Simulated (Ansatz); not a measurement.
Cu(PH3)(OH) (CuPOH4), relaxed as a singlet with RKS B3LYP-D4/def2-TZVP in Ansatz, starting from the GFN2-xTB geometry. Force threshold 0.02 eV/Å.

Start:

```xyz
7

Cu   -0.5628    0.2738   -0.7395
P     0.7828   -0.3925    0.7833
H     1.4329    0.5018    1.6128
H     1.9158   -1.1143    0.4630
H     0.3780   -1.2326    1.8036
O    -1.5567    0.7790   -2.0794
H    -2.3899    1.1847   -1.8439
```

```json
{"step": "1", "energy (eV)": "-56046.0301", "largest force component (eV/Å)": "1.006", "SCF passes": "18"}
{"step": "2", "energy (eV)": "-56046.0915", "largest force component (eV/Å)": "0.602", "SCF passes": "23"}
{"step": "3 (rejected)", "energy (eV)": "-56046.0824", "largest force component (eV/Å)": "0.958", "SCF passes": "22"}
{"step": "4", "energy (eV)": "-56046.1025", "largest force component (eV/Å)": "0.115", "SCF passes": "23"}
{"step": "5", "energy (eV)": "-56046.1026", "largest force component (eV/Å)": "0.089", "SCF passes": "23"}
{"step": "6", "energy (eV)": "-56046.1036", "largest force component (eV/Å)": "0.003", "SCF passes": "23"}
```

Force components are those of the run's own axes.

End:

```xyz
7

Cu   -0.545    0.273   -0.732
P     0.807   -0.397    0.806
H     1.449    0.544    1.635
H     1.945   -1.138    0.432
H     0.335   -1.257    1.817
O    -1.580    0.782   -2.108
H    -2.411    1.192   -1.851
```

By distances, no bond broke or formed. The bond that changes most is Cu1–O6, from 1.74 to 1.80 Å (atoms count from 1).

No frequencies were taken in this run, so the end may be a saddle point.

It took 9 s on 4 threads of Intel Xeon on a shared host.
